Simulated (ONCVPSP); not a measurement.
## chromium (Cr): excitation energies, all-electron against ONCV

```
Element                 : Cr (Z = 24)
Generator               : ONCVPSP 4.0.1
Type                    : optimised norm-conserving Vanderbilt (ONCV)
Functional              : Wu-Cohen
Relativity              : fully relativistic
Frozen core             : [Ne]
Valence charge          : 14
Reference configuration : 3s2 3p6 3d5 4s1
Partial waves           : 3s+4s: rc 1.35 bohr, ncon 4, nbas 7, qcut 10.5 1/bohr, 2 projectors; 3p: rc 1.40 bohr, ncon 4, nbas 8, qcut 9.1 1/bohr, 2 projectors, debl 2.5 Ha; 3d: rc 1.75 bohr, ncon 3, nbas 7, qcut 7.8 1/bohr, 3 projectors, debl 3.9 Ha
Local potential         : polynomial inside 1.10 bohr (lpopt 5, dvloc0 3 Ha)
Core correction         : Teter function, fcfact 5.5, rcfact 1.05
```

Open shells are filled in proportion to 2j + 1.

Energies are relative to the spin-unpolarised reference configuration 3s2 3p6 3d5 4s1; without spin polarisation the order of configurations can differ from experiment. Not all tests gave a result: 1 of 4 tests not solved or not reliable.

| valence configuration | charge | ΔE all-electron (eV) | error AE − PS (meV) |
| --- | --- | --- | --- |
| 3s2 3p6 3d5 4s0 | +1 | 6.842 | +7.9 |
| 3s2 3p6 3d4 4s0 | +2 | 22.859 | +8.8 |
| 3s2 3p5 3d5 4s1 | +1 | 51.456 | -171 |
